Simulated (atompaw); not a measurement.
## An all-electron radial function and its pseudo partner (Ni (Z = 28))

Columns: radius, all-electron u(r) and pseudo u(r) of the 3d shell (level -28.71 eV) of nickel in the configuration [Ne] 3s2 3p6 3d8 4s0 4p0; LDA (PW92), scalar-relativistic, PAW (atompaw) scheme, atompaw 4.2.0.5.

| r (bohr) | all-electron | pseudo |
| --- | --- | --- |
| 0.067 | 0.0376 | 0.0005 |
| 0.135 | 0.1796 | 0.0039 |
| 0.202 | 0.3723 | 0.0128 |
| 0.269 | 0.5638 | 0.0292 |
| 0.337 | 0.7275 | 0.0550 |
| 0.404 | 0.8480 | 0.0901 |
| 0.471 | 0.9285 | 0.1345 |
| 0.538 | 0.9743 | 0.1871 |
| 0.606 | 0.9925 | 0.2468 |
| 0.673 | 0.9894 | 0.3094 |
| 0.740 | 0.9716 | 0.3728 |
| 0.808 | 0.9431 | 0.4348 |
| 0.875 | 0.9084 | 0.4907 |
| 0.942 | 0.8698 | 0.5387 |
| 1.010 | 0.8283 | 0.5774 |
| 1.077 | 0.7866 | 0.6041 |
| 1.144 | 0.7450 | 0.6191 |
| 1.212 | 0.7034 | 0.6225 |
| 1.279 | 0.6635 | 0.6152 |
| 1.346 | 0.6250 | 0.5990 |
| 1.413 | 0.5879 | 0.5758 |
| 1.481 | 0.5519 | 0.5474 |
| 1.548 | 0.5180 | 0.5169 |
| 1.615 | 0.4858 | 0.4857 |
| 1.683 | 0.4548 | 0.4548 |
| 1.750 | 0.4258 | 0.4258 |

**Question.** How many radial nodes do the two functions have?

**Answer.** The all-electron 3d function has n − l − 1 = 0; the pseudo-wave has 0.

**Question.** Where does each function peak?

**Answer.** Outermost all-electron maximum near 0.61 bohr, pseudo maximum near 1.21 bohr (to the table’s step).

**Question.** Is the pseudo-wave norm-conserving?

**Answer.** No, it belongs to a PAW set: the norm inside the radius is not constrained, and the difference is carried by the augmentation charge.
